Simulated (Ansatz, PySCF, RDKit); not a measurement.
The same groups moved round the core (silole boryl). Gas-phase values, no solvent. One relaxed conformer stands for each flexible species; it need not be the lowest. Strings in code marks are SMILES.

Quantity: electronic energy of isomers of C4H7BSi relative to `BC1=CC=C[SiH2]1`, in eV. The restricted reference of `BC1=CC=C[SiH2]1`, `BC1=C[SiH2]C=C1` and `B[SiH]1C=CC=C1` is unstable towards unrestricted orbitals. Force-field values (RDKit) are differences of steric energies, which aren't made for comparing isomers with other bonds.

Level 1: frozen-core CCSD(T)/cc-pVTZ // r2SCAN-D4/def2-TZVP (Ansatz, a first-principles code)
Level 2: PBE-D3(BJ)/def2-TZVP // r2SCAN-D4/def2-TZVP (PySCF)
Level 3: BP86/6-31G* // r2SCAN-D4/def2-TZVP (PySCF)
Level 4: UFF, relaxed from the DFT geometry (RDKit)

```tsv
species	level 1	level 2	level 3	level 4
`B[SiH]1C=CC=C1`	0.69	0.55	0.64	-0.003
`BC1=C[SiH2]C=C1`	0.154	0.213	0.211	0.003
```
